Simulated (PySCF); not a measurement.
B(Me)3(HOMe), C₄H₁₃BO, singlet, GFN2-xTB optimised geometry.

```
19

B     -1.00    -0.55     0.00
C     -1.42    -1.38     1.32
H     -0.93    -2.35     1.39
H     -2.49    -1.58     1.29
H     -1.23    -0.85     2.25
C     -1.26    -1.32    -1.39
H     -2.33    -1.35    -1.62
H     -0.92    -2.36    -1.37
H     -0.78    -0.84    -2.23
C     -1.41     1.01     0.00
H     -1.25     1.50     0.96
H     -2.46     1.12    -0.23
H     -0.86     1.58    -0.75
C      1.41     0.02     1.12
O      0.75    -0.55     0.00
H      1.11    -0.45     2.05
H      1.13     1.07     1.14
H      2.49    -0.06     0.99
H      0.92    -1.49    -0.04
```

Density from PySCF with CAM-B3LYP/def2-SVP at that geometry.

Minimum of the electron density along straight lines between bonded atoms, close to the bond critical point (lines longer than 1.1 times the sum of covalent radii, or with two minima, are not listed):

```json
[
 {"bond": "B1–C2", "length / Å": "1.619", "ρ at the minimum / e bohr⁻³": "0.165", "∇²ρ there / e bohr⁻⁵": "___", "position (fraction from the first atom)": "0.32"},
 {"bond": "C2–H3", "length / Å": "1.092", "ρ at the minimum / e bohr⁻³": "0.267", "∇²ρ there / e bohr⁻⁵": "-0.92", "position (fraction from the first atom)": "0.61"},
 {"bond": "C2–H4", "length / Å": "1.087", "ρ at the minimum / e bohr⁻³": "0.271", "∇²ρ there / e bohr⁻⁵": "-0.96", "position (fraction from the first atom)": "0.62"},
 {"bond": "C2–H5", "length / Å": "1.090", "ρ at the minimum / e bohr⁻³": "0.270", "∇²ρ there / e bohr⁻⁵": "-0.94", "position (fraction from the first atom)": "0.62"},
 {"bond": "B1–C6", "length / Å": "1.617", "ρ at the minimum / e bohr⁻³": "0.167", "∇²ρ there / e bohr⁻⁵": "-0.10", "position (fraction from the first atom)": "0.32"},
 {"bond": "C6–H7", "length / Å": "1.087", "ρ at the minimum / e bohr⁻³": "0.271", "∇²ρ there / e bohr⁻⁵": "-0.96", "position (fraction from the first atom)": "0.62"},
 {"bond": "C6–H8", "length / Å": "1.091", "ρ at the minimum / e bohr⁻³": "0.268", "∇²ρ there / e bohr⁻⁵": "-0.92", "position (fraction from the first atom)": "0.61"},
 {"bond": "C6–H9", "length / Å": "1.088", "ρ at the minimum / e bohr⁻³": "0.271", "∇²ρ there / e bohr⁻⁵": "-0.96", "position (fraction from the first atom)": "0.62"},
 {"bond": "B1–C10", "length / Å": "1.612", "ρ at the minimum / e bohr⁻³": "0.168", "∇²ρ there / e bohr⁻⁵": "-0.10", "position (fraction from the first atom)": "0.32"},
 {"bond": "C10–H11", "length / Å": "1.089", "ρ at the minimum / e bohr⁻³": "0.270", "∇²ρ there / e bohr⁻⁵": "-0.94", "position (fraction from the first atom)": "0.61"},
 {"bond": "C10–H12", "length / Å": "1.087", "ρ at the minimum / e bohr⁻³": "0.270", "∇²ρ there / e bohr⁻⁵": "-0.96", "position (fraction from the first atom)": "0.62"},
 {"bond": "C10–H13", "length / Å": "1.089", "ρ at the minimum / e bohr⁻³": "0.270", "∇²ρ there / e bohr⁻⁵": "-0.95", "position (fraction from the first atom)": "0.62"},
 {"bond": "C14–O15", "length / Å": "1.416", "ρ at the minimum / e bohr⁻³": "0.247", "∇²ρ there / e bohr⁻⁵": "___", "position (fraction from the first atom)": "0.34"},
 {"bond": "C14–H16", "length / Å": "1.091", "ρ at the minimum / e bohr⁻³": "0.284", "∇²ρ there / e bohr⁻⁵": "-1.12", "position (fraction from the first atom)": "0.65"},
 {"bond": "C14–H17", "length / Å": "1.087", "ρ at the minimum / e bohr⁻³": "0.287", "∇²ρ there / e bohr⁻⁵": "-1.16", "position (fraction from the first atom)": "0.65"},
 {"bond": "C14–H18", "length / Å": "1.092", "ρ at the minimum / e bohr⁻³": "0.283", "∇²ρ there / e bohr⁻⁵": "-1.10", "position (fraction from the first atom)": "0.64"},
 {"bond": "O15–H19", "length / Å": "0.965", "ρ at the minimum / e bohr⁻³": "___", "∇²ρ there / e bohr⁻⁵": "-2.49", "position (fraction from the first atom)": "0.82"}
]
```

Task: Some entries are withheld; supply them.

Result: 
- B1–C2, ∇²ρ there / e bohr⁻⁵: -0.07
- C14–O15, ∇²ρ there / e bohr⁻⁵: -0.25
- O15–H19, ρ at the minimum / e bohr⁻³: 0.353
